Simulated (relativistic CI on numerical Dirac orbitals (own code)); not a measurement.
Mo⁶⁺: M2,3 absorption edge

Computed with this model: Dirac-Coulomb-Breit CI, separate exchange-only KLI orbitals for each configuration, model QED (radiative potential, 1s self-energy scaled to tabulated hydrogen-like ionisation energies), valence Slater integrals scaled by 0.8, multiplet model of core-to-valence dipole absorption; configurations [Ar] 3d10 4s2 4p6 → [Ne] 3s2 3p5 3d10 4s2 4p6 4d; 300 K; Lorentzian 1.2 eV and Gaussian 0.4 eV FWHM. Energies are those of the free ion, without screening or charge transfer. The branching ratio is the share of the lower-energy edge in the whole absorption, uncertain by about 0.02 where the edges overlap. S is read from ⟨S²⟩ = S(S + 1).

Field parameters in Wybourne normalisation: Oh B⁴₀ = 21Dq, B⁴₄ = √(5/14) B⁴₀. The field is a parameter set, without covalency.

Peaks in eV (height, largest 100): 408.0 (94), 410.0 (100), 425.5 (53), 427.8 (36).

(1) Which surroundings give this spectrum?
A. Oh, 10Dq = 8500 cm⁻¹
B. Oh, 10Dq = 40650 cm⁻¹
C. Oh, 10Dq = 19250 cm⁻¹
D. Oh, 10Dq = 29950 cm⁻¹

Results:

(1) C. Oh, 10Dq = 19250 cm⁻¹, where the ground state has S = 0.00.
